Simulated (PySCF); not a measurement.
H₅Si₂, SMILES [SiH2][SiH3], multiplicity 2.

Coordinates come from a B3LYP-D3(BJ)/def2-TZVP optimisation. The isomer is the one that the SMILES or the coordinates give; other isomers of the formula were not compared.

All values below come from SMD-B3LYP/6-31G* in PySCF.

Solvation free energies are E(SMD) − E(gas) at the gas-phase geometry, for 1 M in both phases. In vacuum the dipole moment is 0.11 D.

Task: Rank water, 2-propanol, ethylethanoate by solvation free energy, most negative first.

Result: 2-propanol (-0.7 kcal/mol), ethylethanoate (-0.5 kcal/mol), water (2.5 kcal/mol)
